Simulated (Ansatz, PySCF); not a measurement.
Al(Me)(NCO)(OH) (C₂H₄AlNO₂), SMILES [Al]([OH])([CH3])[N]=C=O. Atoms are numbered in the order given.

```xyz
10

Al     0.0342    -0.8518     0.4564
C     -1.3619    -2.1367     0.0998
H     -1.3720    -2.4259    -0.9638
H     -2.3556    -1.7147     0.3223
H     -1.2343    -3.0489     0.7016
N      0.0825     0.7291    -0.3742
C      0.0854     1.7831    -0.9483
O      0.0905     2.8108    -1.5067
O      1.2575    -1.2026     1.5798
H      1.9866    -0.6287     1.8189
```
Charge 0, spin multiplicity 1.

The structure is a stationary point at PBE0-D3(BJ)/def2-SVP. The structure was generated by enumeration; whether it is a known compound was not checked. The values are those of a single conformer.

Two levels are set side by side: PBE-D3(BJ)/def2-SVP (Ansatz, an electronic-structure program) and PBE0-D3(BJ)/def2-SVP (Ansatz). Each level has its own optimised geometry; the coordinates shown are those of the second. Frequencies come from the Hessian of PySCF at each geometry. Differences are taken from unrounded values.

```csv
quantity,PBE0-D3(BJ)
mean bond length (Å),1.339
bond Al1–C2 (Å),1.931
bond Al1–N6 (Å),1.786
bond Al1–O9 (Å),1.698
bond N6–C7 (Å),1.200
bond C7–O8 (Å),1.170
bond C2–H3 (Å),1.102
bond C2–H4 (Å),1.102
bond C2–H5 (Å),1.100
bond O9–H10 (Å),0.958
highest harmonic wavenumber (cm⁻¹),3987
mean harmonic wavenumber (cm⁻¹),1165
zero-point energy (kcal/mol),39.96
```

Question: What does PBE-D3(BJ) give, and how far is it from PBE0-D3(BJ)? (The exact figures need the calculation; the answer reports its results.)

Answer: 
| quantity | PBE-D3(BJ) | PBE-D3(BJ) minus PBE0-D3(BJ) |
|---|---|---|
| mean bond length (Å) | 1.350 | 0.011 |
| bond Al1–C2 (Å) | 1.941 | 0.010 |
| bond Al1–N6 (Å) | 1.797 | 0.011 |
| bond Al1–O9 (Å) | 1.715 | 0.017 |
| bond N6–C7 (Å) | 1.213 | 0.012 |
| bond C7–O8 (Å) | 1.184 | 0.014 |
| bond C2–H3 (Å) | 1.110 | 0.008 |
| bond C2–H4 (Å) | 1.110 | 0.008 |
| bond C2–H5 (Å) | 1.108 | 0.008 |
| bond O9–H10 (Å) | 0.970 | 0.012 |
| highest harmonic wavenumber (cm⁻¹) | 3812 | -175 |
| mean harmonic wavenumber (cm⁻¹) | 1126 | -39 |
| zero-point energy (kcal/mol) | 38.63 | -1.33 |

GGA bonds tend to be longer and softer than those of functionals with exact exchange. Differences between two approximate levels are no errors against the true value.
